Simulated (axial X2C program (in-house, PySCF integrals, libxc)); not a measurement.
**What spin–orbit coupling does to IrH⁺**

Computed with an axial X2C code built on PySCF integrals. Spin-free means the one-electron spin-free X2C Hamiltonian; two-component (2c) means X2C with spin–orbit coupling and atomic mean-field two-electron Coulomb and Gaunt terms, so the difference of the two also holds small scalar two-electron terms. Basis: Ir dyall-v3z [13s14p9d6f2g], H dyall-v3z [6s2p1d] (cores contracted in-house); Gaussian nuclei, density fitting, unrestricted open shells. Masses: Ir 192.963 u, H 1.008 u.

Spin-free state: M_S = 3/2, Λ = 0 (beyond evenly filled blocks: σα, δ+α, δ-α); fragments Ir+ + H.

| level | Re (Å) | ωe (cm⁻¹) | De (eV) | μ (D) |
| --- | --- | --- | --- | --- |
| PBE0 | 1.542 | 2354.6 | 3.394 | -0.65 |
| HF | 1.566 | 2231.0 | 1.645 | -1.41 |
| MP2 | 1.521 | 2500.2 | 3.056 | n/a |
| B97-3 | 1.542 | 2341.5 | 3.264 | -0.71 |
| BLYP | 1.560 | 2263.1 | 3.658 | -0.40 |

Correlated methods: 9 electrons correlated (number of frozen shells: Ir 5 s, 4 p, 2 d, 1 f; H none), 211 virtual spin orbitals or spinors in MP2.

Dipoles are positive if H is the positive end and refer to the centre of mass.

Two-component determinant lowest at the distance of the search:

Ω = 9/2 (⟨Sz⟩ = 1.46, ⟨Lz⟩ = 3.04 at HF); fragments Ir+ + H.

```csv
level,Re (Å),ωe (cm⁻¹),De (eV),μ (D)
PBE0,1.569,2263.2,3.165,-0.65
HF,1.595,2114.6,1.602,-1.46
MP2,1.545,2426.5,2.884,n/a
B97-3,1.572,2245.2,3.204,-0.71
BLYP,1.587,2177.2,n/a,-0.38
```

**Question.** From the two tables, how do the constants change at the MP2 level (2c against spin-free)?

**Answer.** At the MP2 level Re goes up by 0.024 Å and ωe drops by 73.7 cm⁻¹; De changes by -0.172 eV. The two determinants differ in configuration, so these shifts compare two states and are not the spin–orbit effect on one state.

Occupations by symmetry block were frozen at the best pattern of an incomplete PBE0 search. De is counted from the lowest determinant-based energies of the atoms at the same level, without counterpoise correction. De is not given where an atomic determinant may have missed its ground term or J level, or where the truncated virtual space spoils (T). Density functionals use the spin component along the axis (collinear). Other states lie close and PBE0, whose exact exchange favours high spin, may order them wrongly; the determinant shown need not be the ground state. The nearest other spin-free determinant of the search, M_S = 3/2, Λ = 3, lies 0.38 eV up at the distance of the search. The functionals have no current-density term, which raises determinants with orbital currents, atoms included. With several unpaired electrons one determinant need not be a pure state. The determinant is spin-polarised beyond a pure state at some levels (its spin-free form has ⟨S²⟩ too high), which makes Re and μ there less reliable.
